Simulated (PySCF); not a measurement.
NP, SMILES N#P. Atoms are numbered in the order given.

```xyz
2

N      0.0000     0.0000    -1.0105
P      0.0000     0.0000     0.4716
```
Charge 0, spin multiplicity 1.

Geometry optimised at B3LYP-D3(BJ)/def2-TZVPD.

Two levels are set side by side: PBE/pcJ-2 (PySCF) and B3LYP/pcJ-2 (PySCF). One-bond couplings, all four terms, same geometry. Isotopes: 14N, 31P. Differences are taken from unrounded values.

```
quantity        B3LYP    PBE  PBE minus B3LYP
--------------  -----  -----  ---------------
¹J(N1,P2) (Hz)  -49.2  -65.4            -16.2
```

Rough cost on one machine, each run with all the roots and properties that it gave: B3LYP against PBE within a factor of 2.
